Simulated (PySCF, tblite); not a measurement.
Species: C₂H₁₀F₂OSi₃.
Geometry (GFN2-xTB, Å), atoms numbered from 1 in this order:
```xyz
18
C2H10F2OSi3 angstrom
C     -1.9201    1.4087   -0.2772
O     -1.0616    0.2784   -0.1181
C     -1.1384   -0.6822   -1.0688
F     -0.8354   -0.1562   -2.3092
F     -2.4320   -1.1132   -1.2258
Si     0.0830   -2.0966   -0.5493
Si     1.6890   -0.9306    0.6446
Si     1.9589    1.2897    0.0147
H     -1.7140    1.9135   -1.2231
H     -1.6987    2.0710    0.5553
H     -2.9663    1.0979   -0.2437
H     -0.8051   -3.0433    0.1339
H      0.4297   -2.7312   -1.8258
H      2.9434   -1.7015    0.5407
H      1.3601   -1.0441    2.0773
H      3.3529    1.7345    0.1292
H      1.5715    1.5081   -1.3796
H      1.1745    2.2033    0.8485
```

Method used: PBE0/pcSseg-1 in PySCF (dipole) on a GFN2-xTB geometry, gas phase.

Masses are those of the commonest isotopes; rigid-rotor values at the optimised geometry. The values belong to one conformer with, in the numbering `[CH3:1][O:2][C:3]([F:4])([F:5])[SiH2:6][SiH2:7][SiH3:8]`, C1–O2–C3–F4 59°, O2–C3–Si6–Si7 -29°, C3–Si6–Si7–Si8 -28°.

**Question.** What are A, B and C (MHz)?

**Answer.** Ia = 336.57, Ib = 578.87, Ic = 762.63 u·Å²; 505379 MHz·u·Å²/I gives A = 1502, B = 873.0, C = 662.7 MHz.

**Question.** Classify the top.

**Answer.** An asymmetric top. Ray's parameter κ = (2B − A − C)/(A − C) = -0.498; −1 is the prolate and +1 the oblate limit.

**Question.** What does the inertial defect say?

**Answer.** Not planar: Δ = Ic − Ia − Ib = -152.81 u·Å². For a rigid frame Δ = −2 Σ m c², so Σ m c² = 76.41 u·Å² lies off the ab plane: 13.52 from hydrogen and 62.88 from heavier atoms. The atom farthest from that plane is 1.86 Å away.

**Question.** List the rotational levels J(Ka,Kc) to J = 4 (K).

**Answer.** Above 0(0,0), as E/k:
J = 1: 1(0,1) 0.074, 1(1,1) 0.104, 1(1,0) 0.114
J = 2: 2(0,2) 0.219, 2(1,2) 0.241, 2(1,1) 0.271, 2(2,1) 0.362, 2(2,0) 0.364
J = 3: 3(0,3) 0.432, 3(1,3) 0.446, 3(1,2) 0.506, 3(2,2) 0.583, 3(2,1) 0.593, 3(3,1) 0.760, 3(3,0) 0.761
J = 4: 4(0,4) 0.710, 4(1,4) 0.717, 4(1,3) 0.816, 4(2,3) 0.876, 4(2,2) 0.904, 4(3,2) 1.059, 4(3,1) 1.061, 4(4,1) 1.302, 4(4,0) 1.302

**Question.** Which lines would a microwave search look for?

**Answer.** The dipole components are |μa| = 0.74 D, |μb| = 0.70 D, |μc| = 0.95 D. Intensities carry the squares of the components, which stand as 0.61 : 0.55 : 1.00 (a : b : c). Some lines, for components of 0.1 D or more:

```tsv
type	branch	J(Ka,Kc)	MHz	lower level (cm⁻¹)
b	Q	4(1,3) ← 4(0,4)	2217	0.493
c	R	1(1,0) ← 0(0,0)	2375	0.000
c	Q	5(3,3) ← 5(2,3)	2847	0.900
b	Q	3(2,2) ← 3(1,3)	2858	0.310
b	Q	5(1,4) ← 5(0,5)	3073	0.730
b	R	2(1,2) ← 1(0,1)	3490	0.051
b	R	2(2,0) ← 1(1,1)	5422	0.072
c	Q	5(5,1) ← 5(4,1)	6506	1.165
c	R	3(2,1) ← 2(1,1)	6704	0.189
a	R	5(2,4) ← 4(2,3)	7580	0.609
a	R	5(4,2) ← 4(4,1)	7777	0.905
a	R	5(3,3) ← 4(3,2)	7779	0.736
c	R	4(2,2) ← 3(1,2)	8281	0.352
c	R	4(2,3) ← 3(1,3)	8965	0.310
c	R	4(4,1) ← 3(3,1)	11288	0.528
```

**Question.** Estimate the classical rotational partition function at 25 K, 100 K and 298.15 K.

**Answer.** Point group C1, symmetry number σ = 1; q = (√π/σ)·√((kT/h)³/(ABC)), k/h = 20836.6 MHz/K: 22600 at 25 K, 181000 at 100 K, 931000 at 298.15 K.

Its GFN2-xTB frequencies are all real (lowest 18 cm⁻¹). Zero-point vibration and centrifugal distortion are left out. A rigid rotor knows nothing of internal rotation, which can split or shift real lines.

Hardware: Arm Neoverse N1, one thread, shared host with 64 logical CPUs at a one-minute load of 62. Cost: 69 s, 0.94 GiB resident at most. This is the PBE0/pcSseg-1 job that gave the dipole, with the shieldings it also computed.
